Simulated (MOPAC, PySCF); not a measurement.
[W(=O)(F)4], neutral singlet in the gas phase. 

Z-matrix (Å, degrees):
```
W
O 1 1.6954
F 1 1.8715 2 105.02
F 1 1.8715 2 105.02 3 -180.00
F 1 1.8716 2 105.01 3 90.00
F 1 1.8716 2 105.01 5 -180.00
```
Charge 0, spin multiplicity 1.

All levels are single points at this geometry (PBE-D3(BJ)/def2-SVP); Pople sets use spherical d functions. Orbital energies aren't observables, and empty levels follow the basis.

PBE/6-31G* (LANL2DZ on W) in PySCF gives dipole (D) = 0.43.

Estimate the dipole (D) from each of these levels: B3LYP-D3(BJ)/def2-TZVP in PySCF; TPSSh-D3(BJ)/def2-TZVP in PySCF; BP86/6-31G* (LANL2DZ on W) in PySCF; HF/6-31G* (LANL2DZ on W) in PySCF; PM6 in MOPAC.


```json
[
 {"level": "B3LYP-D3(BJ)/def2-TZVP in PySCF", "dipole (D)": "0.42"},
 {"level": "TPSSh-D3(BJ)/def2-TZVP in PySCF", "dipole (D)": "0.47"},
 {"level": "BP86/6-31G* (LANL2DZ on W) in PySCF", "dipole (D)": "0.44"},
 {"level": "HF/6-31G* (LANL2DZ on W) in PySCF", "dipole (D)": "0.32"},
 {"level": "PM6 in MOPAC", "dipole (D)": "0.45"}
]
```
